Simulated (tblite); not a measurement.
C3H5NSSi.
Z-matrix (Å and degrees, GFN2-xTB geometry), rows numbered from 1:
```
N 
C   1  1.2580
C   2  1.4520  1  127.35
C   3  1.3528  2  129.67  1  -179.98
Si  4  1.8714  3   98.68  2  -179.99
S   3  1.7781  2  121.61  1     0.01
H   1  1.0222  2  113.76  3     0.01
H   2  1.0886  1  117.47  3   179.98
H   4  1.0766  3  124.88  2     0.01
H   5  1.4522  4  117.70  3   104.86
H   5  1.4522  4  117.73  3  -104.90
```

Computed with GFN2-xTB (tblite): harmonic, unscaled wavenumbers at the GFN2-xTB geometry, gas phase. Against measured fundamentals such values can be off by several per cent, at times by over 20. Modes of hydrogen on silicon can be 10 to 20 % off. One conformer, not necessarily the lowest.

Harmonic wavenumbers (cm⁻¹): 80.3, 169.6, 172.0, 375.7, 390.3, 405.1, 464.0, 498.5, 541.7, 595.9, 658.8, 703.0, 722.8, 789.1, 817.6, 1065.1, 1069.2, 1126.3, 1200.8, 1329.7, 1535.1, 1690.9, 2352.4, 2355.6, 2983.6, 3092.2, 3285.8.

A = 5667, B = 1680, C = 1317 MHz; mass 114.991 u (most abundant isotopes); point group Cs, symmetry number 1.

Q: Zero-point energy?

A: Half the sum of the wavenumbers: 15236 cm⁻¹ = 182.26 kJ/mol.

Q: Give the ideal-gas entropy at 200 K and 1 bar in the rigid-rotor, harmonic-oscillator model (classical rotation).

A: Translation 159.73, rotation 110.67, vibration 38.62: S = 309.0 J/(mol K).

Q: And Cp and H(200 K) − H(0)?

A: Cp = 87.79 J/(mol K), of which vibrations give 54.54 (their classical limit is 27 R = 224.5); H(200 K) − H(0) = 11.33 kJ/mol without the zero-point energy, 4.68 from vibrations.

Q: Blend soft modes into free rotors: weight 1/[1 + (100 cm⁻¹/ν̃)⁴] for the oscillator and the rest for a rotor with moment μB/(μ + B), μ = h/(8π²ν), B = 10⁻⁴⁴ kg m². What vibrational entropy results?

A: 37.60 J/(mol K) in place of 38.62, which changes −T·S at 200 K by +0.20 kJ/mol.

Q: What must be added to the electronic energy to get the Gibbs energy at 200 K and 1 bar?

A: ZPE + [H(200 K) − H(0)] − T·S = 182.26 + 11.33 − 61.80 = 131.79 kJ/mol.

Q: Which modes carry the vibrational entropy at 200 K?

A: 80.3 cm⁻¹: 12.99; 169.6 cm⁻¹: 7.16; 172.0 cm⁻¹: 7.05; 375.7 cm⁻¹: 2.19; 390.3 cm⁻¹: 2.02; 405.1 cm⁻¹: 1.85 J/(mol K); the other 21 give 5.35 together.

Q: How do the functions run with temperature in this model?

A: 
```csv
T (K),S (J/(mol K)),Cp (J/(mol K)),H − H(0) (kJ/mol),G − H(0) (kJ/mol),ln q(vib)
150,286.3,70.9,7.36,-35.58,1.16
250,330.3,103.7,16.12,-66.46,2.56
298.15,349.8,117.4,21.45,-82.84,3.30
400,387.8,141.3,34.68,-120.44,4.92
600,451.7,173.4,66.41,-204.60,8.10
900,527.9,202.0,123.11,-352.03,12.50
```

q(vib) and H(0) count from the zero-point level.

Hindered rotation and anharmonicity are outside this model. Other conformers, if any are populated, would add a mixing term that is left out.

Time: 0.52 s. Hardware: one thread of an Arm Neoverse N1, shared host. This covers the Hessian and the dipole derivatives.
